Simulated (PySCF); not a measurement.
**Ionisation energy of Nd by level of theory**

Nd [Xe] 4f4 6s2 (high-spin determinant) → Nd⁺ [Xe] 4f4 6s1 (high-spin determinant), as a difference of total energies. Computed with PySCF 2.14 in cc-pVDZ-X2C, with scalar relativity by spin-free X2C-1e. Correlated levels: valence: [Kr] 4d10 frozen. The calculations carry no spin-orbit coupling.

```csv
method,ionisation energy (eV),error (eV)
UHF,4.495,-1.030
MP2 (valence),5.375,-0.150
SCS-MP2 (valence),5.421,-0.104
CCSD (valence),5.349,-0.176
CCSD(T) (valence),5.442,-0.083
```

Reference: 5.525 eV (measured; NIST Atomic Spectra Database, ionization energies).

Errors of the correlated levels include the incompleteness of this basis and the frozen core.

The determinant of Nd and of Nd⁺ mixes LS terms, which raises its energy above the lowest term, most at the Hartree-Fock and MP2 levels.
